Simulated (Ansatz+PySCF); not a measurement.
Values are calculated unless marked as measured or tabulated.
# Several solutions for singlet H10

```xyz
10

H     0.0000    0.0000    0.0000
H     0.0000    0.0000    1.0000
H     0.0000    0.0000    2.0000
H     0.0000    0.0000    3.0000
H     0.0000    0.0000    4.0000
H     0.0000    0.0000    5.0000
H     0.0000    0.0000    6.0000
H     0.0000    0.0000    7.0000
H     0.0000    0.0000    8.0000
H     0.0000    0.0000    9.0000
```

Basis set: cc-pVDZ (spherical functions). Charge 0, multiplicity 1.

UHF was run from several starts with Ansatz (development build ahead of 0.2.0) and PySCF 2.14.0.

| run | program | start | converged | energy (hartree) | <S²> |
| --- | --- | --- | --- | --- | --- |
| A | Ansatz | stability test followed | yes | -5.38431 | 0.65 |
| B | PySCF | guess minao, instabilities followed | yes | -5.38431 | 0.65 |
| C | PySCF | guess huckel, instabilities followed | yes | -5.38431 | 0.65 |
| D | Ansatz | atomic start, no search | yes | -5.37603 | 0.00 |
| E | Ansatz | search for the lowest state | yes | -5.38431 | 0.65 |
| F | PySCF | guess 1e, instabilities followed | yes | -5.38431 | 0.65 |
| G | PySCF | guess atom, instabilities followed | yes | -5.38431 | 0.65 |
| H | PySCF | program defaults | yes | -5.37603 | 0.00 |

**Question.** Which runs reached the lowest solution of this kind, and what is wrong with the others?

**Answer.** A, B, C, E, F, G reached the lowest solution found. Converged but too high: D by 0.23 eV, H by 0.23 eV. Convergence only shows a stationary point, and even a stable one can lie too high; stability tests and further starts are what find lower ones. Caution: the unrestricted determinant is spin contaminated. Caution: the determinant breaks the point group.
